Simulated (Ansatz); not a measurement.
Li₃Br₄, 7 atoms. Hardware: 4 threads of Arm Neoverse V1 on a shared host.

Correlated methods freeze 36 core orbitals; core or outer-core shells of Li, Br are correlated, in sets that lack core-valence functions.

How many basis functions does each of these Ansatz runs have, and roughly what does it cost? PBE0-D4/def2-TZVP, charge 0 doublet, energy, from earlier orbitals; PBE-D4/def2-SVP, charge 0 doublet, energy with a search over starts; r2SCAN-D4/def2-TZVP, charge 0 doublet, energy, from earlier orbitals; PBE-D4/def2-SVP, charge 0 doublet, energy, from earlier orbitals; PBE0-D4/def2-SVP, charge 0 doublet, energy, from earlier orbitals; LC-ωPBE/def2-TZVP, charge 0 doublet, energy, from earlier orbitals; RPA@PBE/def2-TZVP, charge 0 doublet, energy, from earlier orbitals; PBE-D4/def2-TZVP, charge 0 doublet, energy and forces, from earlier orbitals; MP2/def2-TZVP, charge 0 doublet, energy, from earlier orbitals; r2SCAN-D4/def2-SVP, charge 0 doublet, relaxation, 18 steps.

Other jobs shared the machine, so times can vary by a factor of up to 3. A dash marks memory too small to be measured apart from the calling script's.

| run | functions | fitting or Cholesky vectors | wall time | peak host memory (GiB) |
| --- | --- | --- | --- | --- |
| PBE-D4/def2-SVP, charge 0 doublet, energy, from earlier orbitals | 155 | 1788 | 5 s | – |
| PBE-D4/def2-TZVP, charge 0 doublet, energy and forces, from earlier orbitals | 234 | 1891 | 9.5 s | – |
| PBE0-D4/def2-SVP, charge 0 doublet, energy, from earlier orbitals | 155 | 1612 | 10 s | 0.92 |
| PBE-D4/def2-SVP, charge 0 doublet, energy with a search over starts | 155 | 1788 | 11 s | – |
| LC-ωPBE/def2-TZVP, charge 0 doublet, energy, from earlier orbitals | 234 | 1891 | 16 s | 0.87 |
| RPA@PBE/def2-TZVP, charge 0 doublet, energy, from earlier orbitals | 234 | 1744 | 17 s | 0.78 |
| PBE0-D4/def2-TZVP, charge 0 doublet, energy, from earlier orbitals | 234 | 1744 | 19 s | 1.1 |
| MP2/def2-TZVP, charge 0 doublet, energy, from earlier orbitals | 234 | 1744 | 20 s | 1.1 |
| r2SCAN-D4/def2-TZVP, charge 0 doublet, energy, from earlier orbitals | 234 | 1891 | 22 s | 0.56 |
| r2SCAN-D4/def2-SVP, charge 0 doublet, relaxation, 18 steps | 155 | 1788 | 2.3 min | – |
